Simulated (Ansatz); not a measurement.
Basis-set extrapolation for CH8AlNSi2 (`[SiH3][SiH2][N]1[CH2][AlH]1`) (PBE0-D4/def2-TZVP geometry, frozen core, Ansatz). Multiplicity 1, RHF reference.

```
                      def2-TZVPP   def2-QZVPP
                 HF  -916.793197  -916.823102
    MP2 correlation    -0.703479    -0.752356
CCSD(T) correlation    -0.795745      not run
```

Energies in hartree. Use E(X) = E(∞) + A·exp(−7.88·√X) for Hartree–Fock and E(X) = E(∞) + B·X^(−2.97) for correlation, with X = 3 and 4, and add CCSD(T) minus MP2 of the smaller set to the MP2 limit.

**Question.** What is the CCSD(T) energy at the basis-set limit?

**Answer.** HF limit: -916.823102 + (-0.029905) × 0.13774 = -916.82722. MP2 limit: -0.752356 + (-0.048877) × 0.74074 = -0.78856. Higher-order term: -0.795745 − (-0.703479) = -0.09227. Total: -917.70805 hartree, 312.7 kJ/mol below CCSD(T)/def2-TZVPP.
